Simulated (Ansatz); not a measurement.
One change: `C[Se][Ti]([OH])([F])[Cl]` becomes `C[Se][Ti]([OH])([F])[F]`.

Ansatz, PBE0-D4/def2-TZVP geometries, multiplicity 1. Each molecule was computed in one conformer, which needn't be the lowest.

Scalar relativity is left out up to krypton.

| property | `C[Se][Ti]([OH])([F])[Cl]` |
| --- | --- |
| size of the dipole moment (B3LYP/def2-TZVPP) / D | 1.59 |
| HOMO–LUMO gap (B3LYP/def2-TZVPP) / eV | 4.06 |
| HOMO energy (ωB97M-V/def2-TZVPP) / eV | -9.12 |
| size of the dipole moment (PBE/def2-TZVPP) / D | 1.61 |
| LUMO energy (PBE/def2-TZVPP) / eV | -3.42 |
| HOMO–LUMO gap (ωB97M-V/def2-TZVPP) / eV | 8.67 |

(1) What does the change do to each property? (Estimate.)

Results:

(1) Ansatz gave: 
| property | `C[Se][Ti]([OH])([F])[F]` | shift |
| --- | --- | --- |
| size of the dipole moment (B3LYP/def2-TZVPP) / D | 1.34 | -0.25 |
| HOMO–LUMO gap (B3LYP/def2-TZVPP) / eV | 4.20 | 0.14 |
| HOMO energy (ωB97M-V/def2-TZVPP) / eV | -9.08 | 0.04 |
| size of the dipole moment (PBE/def2-TZVPP) / D | 1.27 | -0.34 |
| LUMO energy (PBE/def2-TZVPP) / eV | -3.25 | 0.17 |
| HOMO–LUMO gap (ωB97M-V/def2-TZVPP) / eV | 8.95 | 0.28 |

With PBE0 the HOMO rises by 0.06 eV and the LUMO rises by 0.24 eV, so the gap widens by about 0.18 eV. PBE moves the HOMO by 0.08 eV and ωB97M-V by 0.04 eV. Dipoles are sizes alone; their direction can turn.

B3LYP here is the variant with VWN-RPA as its local correlation; programs differ in this.

Spin–orbit coupling is left out; it splits and shifts lone-pair levels of the heavy atoms by tenths of an eV.
